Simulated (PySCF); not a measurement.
PySCF 2.14 output of an unrestricted r2SCAN calculation on a single atom or ion in def2-QZVPPD with the def2 core potential (60 electrons) (7s6p4d3f2g, 84 functions), with scalar relativity through the core potential:

```
SCF conv_tol = 1e-09
number electrons alpha = 7  beta = 4
    J. W. Furness, A. D. Kaplan, J. Ning, J. P. Perdew, and J. Sun.,  J. Phys. Chem. Lett. 11, 8208-8215 (2020)
    J. W. Furness, A. D. Kaplan, J. Ning, J. P. Perdew, and J. Sun.,  J. Phys. Chem. Lett. 11, 9248-9248 (2020)
    J. W. Furness, A. D. Kaplan, J. Ning, J. P. Perdew, and J. Sun.,  J. Phys. Chem. Lett. 11, 8208-8215 (2020)
    J. W. Furness, A. D. Kaplan, J. Ning, J. P. Perdew, and J. Sun.,  J. Phys. Chem. Lett. 11, 9248-9248 (2020)
cycle= 1 E= -47.5612131389511  delta_E= -0.00333  |g|= 0.0146  |ddm|= 0.131
cycle= 2 E= -47.5612777360733  delta_E= -6.46e-05  |g|= 0.0083  |ddm|= 0.0213
cycle= 3 E= -47.5613115661681  delta_E= -3.38e-05  |g|= 0.000641  |ddm|= 0.0081
cycle= 4 E= -47.5613117956757  delta_E= -2.3e-07  |g|= 3.13e-05  |ddm|= 0.000642
cycle= 5 E= -47.5613117962568  delta_E= -5.81e-10  |g|= 1.97e-06  |ddm|= 3.02e-05
converged SCF energy = -47.5613117962568  <S^2> = 3.752297  2S+1 = 4.0011483
```

The run itself started from symmetry-adapted Hartree-Fock orbitals and held the occupation by maximum overlap, on a logarithmic radial grid, so the iterations belong to that start.

Q: Which element, charge and spin multiplicity is this?

A: Hf⁺ (hafnium, charge +1), multiplicity 4; the state was [Xe] 4f14 5d3, high-spin 4F determinant (an excited configuration).

Energies and moments cover only the electrons outside the core potential. Spin-orbit coupling, absent here, splits the open shell strongly.
